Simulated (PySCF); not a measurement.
An EPR property job and its printed output. Input:

```
{"job": {"kind": "epr", "basis": "pcH-1"}, "charge": 1, "multiplicity": 2}
Si    -2.265656     1.253382    -0.003223
B     -1.390387    -0.342896    -0.951669
C     -0.911758    -1.477792    -0.107703
Si     1.076837    -1.657023    -0.311426
N      1.749333    -0.161870     0.193469
Si     1.943273     1.391684    -0.624032
H     -3.693395     1.174032    -0.329552
H     -2.037644     1.144941     1.441015
H     -1.586141     2.426044    -0.570245
H     -1.370389    -0.262183    -2.111137
H     -1.291070    -2.438804    -0.459404
H     -1.051581    -1.440588     0.969292
H      1.412693    -2.700132     0.648657
H      1.321834    -1.932885    -1.720140
H      2.235014    -0.192726     1.077794
H      3.332290     1.522125    -1.044831
H      0.992920     1.313348    -1.736893
H      1.525069     2.387661     0.363611
```

Method: UKS B3LYP, pcH-1 on B C H N Si, non-relativistic, mean-field spin-orbit, GIAO (PySCF). One conformer (not necessarily the lowest) at the GFN2-xTB geometry, without solvent, vibrations or thermal averaging. GFN2-xTB frequencies show an imaginary mode (22i cm⁻¹), so this geometry is no minimum at that level. Couplings are sensitive to structure, and on GFN2-xTB geometries they can be far from those on DFT ones, by a factor of two or more for some ions and for spin on atoms past the first row.

Output of the driver script. Atoms in this output count from 0.

```
UKS, coarse grid
  cycle   1  E = -993.09200486  |g| = 4.15e-01
  cycle   2  E = -992.83297357  |g| = 7.73e-01
  cycle   3  E = -993.12199771  |g| = 2.52e-01
  cycle   4  E = -993.16146843  |g| = 3.90e-02
  cycle   5  E = -993.16214181  |g| = 2.64e-02
  cycle   6  E = -993.16249186  |g| = 1.14e-02
  cycle   7  E = -993.16254372  |g| = 7.48e-03
  cycle   8  E = -993.16258254  |g| = 2.21e-03
  cycle   9  E = -993.16258557  |g| = 1.07e-03
  cycle  10  E = -993.16258643  |g| = 3.08e-04
UKS, final grid
  cycle   1  E = -993.16261358  |g| = 8.70e-04
  cycle   2  E = -993.16260908  |g| = 2.92e-03
  cycle   3  E = -993.16261403  |g| = 5.48e-05
  cycle   4  E = -993.16261403  |g| = 2.89e-05
E = -993.16261403 Eh   <S^2> = 0.7558 (exact 0.7500)
g shifts (ppm)      1          2          3
  rmc          -157       -157       -157
  gc             32         24         12
  oz_so         404       2078       4416
  total         279       1946       4271
hyperfine (MHz)  atom isotope    a_iso     a_fc   dipolar eigenvalues
    0  29Si     -31.87     -31.82    -61.78     29.83     31.94
    1   11B      -7.94      -7.93    -21.54    -16.39     37.93
    2   13C      -2.40      -2.39    -20.77    -20.19     40.96
    3  29Si      30.07      30.16     -9.79      4.49      5.30
    4   14N      11.91      11.87    -13.05    -12.91     25.96
    5  29Si      15.66      15.70     -0.72      0.05      0.67
    6    1H      13.56      13.54     -3.66     -0.70      4.36
    7    1H       6.34       6.33     -3.72     -0.35      4.07
    8    1H      78.75      78.73     -3.96      0.10      3.85
    9    1H      81.62      81.63     -8.58     -3.43     12.00
   10    1H       0.56       0.55    -10.63     -2.39     13.02
   11    1H      44.95      44.95     -8.66     -5.08     13.74
   12    1H      37.86      37.85     -1.70     -1.01      2.71
   13    1H      56.10      56.10     -1.70     -0.50      2.20
   14    1H     -16.29     -16.34    -15.61     -3.55     19.16
   15    1H      44.33      44.33     -1.60     -0.63      2.22
   16    1H       0.02       0.01     -1.97      0.06      1.91
   17    1H      30.45      30.45     -1.33     -0.66      1.99
```

|g| in the SCF lines is the orbital gradient. In the g block, columns 1 to 3 are the principal axes in rising order; rmc is the relativistic mass correction, gc the gauge correction and oz_so the orbital-Zeeman/spin–orbit term. a_fc is the Fermi-contact part of a_iso, the rest being spin–orbit.

Question: Is the state sound, as far as the log shows?

Answer: The SCF converged after 14 cycles in all, 10 of them on the coarse grid; no stability test was run. The unrestricted determinant has ⟨S²⟩ = 0.7558 (exact 0.7500), so spin contamination is small.

Question: What are the principal g values and g_iso?

Answer: Adding the total shifts to 2.002319 gives 2.00260, 2.00426, 2.00659; their mean shift is 2165 ppm, so g_iso = 2.00448.

Question: Which couplings shape the isotropic spectrum at natural abundance (0.05 mT or more)? Keep the log's numbering.

Answer: atom 9 (1H, I = 1/2): 81.6 MHz = 2.91 mT in magnitude, a 1:1 doublet; atoms 12, 13 (1H, I = 1/2): mean 47.0 MHz = 1.67 mT in magnitude, a 1:2:1 triplet; atoms 6, 7, 8 (1H, I = 1/2): mean 32.9 MHz = 1.17 mT in magnitude, a 1:3:3:1 quartet; atoms 15, 16, 17 (1H, I = 1/2): mean 24.9 MHz = 0.89 mT in magnitude, a 1:3:3:1 quartet; atoms 10, 11 (1H, I = 1/2): mean 22.8 MHz = 0.81 mT in magnitude, a 1:2:1 triplet; atom 14 (1H, I = 1/2): -16.3 MHz = 0.58 mT in magnitude, a 1:1 doublet; atom 4 (14N, I = 1): 11.9 MHz = 0.42 mT in magnitude, a 1:1:1 triplet; and 1 smaller. Together 6912 lines to first order. Class means assume fast exchange of nuclei equivalent by connectivity; if that motion is slow, each nucleus keeps its own coupling. The three 1H nuclei of mean +32.9 MHz run from 6.3 to 78.7 MHz in the frozen geometry. The three 1H nuclei of mean +24.9 MHz run from 0.0 to 44.3 MHz in the frozen geometry. The 1H value of +22.8 MHz is a mean of couplings from 0.6 to 44.9 MHz in this one geometry, not an average over conformers. The 1H value of +47.0 MHz is a mean of couplings from 37.9 to 56.1 MHz in this one geometry, not an average over conformers. Main isotope only: 11B (natural samples also hold 20 % 10B, magnetic too, which adds its own pattern).

Question: How large is the spin–orbit part of a_iso for atom 0 (29Si)?

Answer: a_iso − a_fc = -31.87 − (-31.82) ≈ -0.06 MHz.

The species is `[NH+]([SiH3])[SiH2]CB[SiH3]` [radical] (charge +1). The run used 300 basis functions and 12 iterations of the response equations. N5, the radical centre as drawn in `[SiH3]BC[SiH2][NH+][SiH3]`, holds a spin population of +0.28 out of 1.

Conformer computed: `[SiH3:1][BH:2][CH2:3][SiH2:4][NH+:5][SiH3:6]`: Si1–B2–C3–Si4 -117°, B2–C3–Si4–N5 59°, C3–Si4–N5–Si6 -81°.
Labels such as C1 count atoms from 1, the log's own numbers from 0.
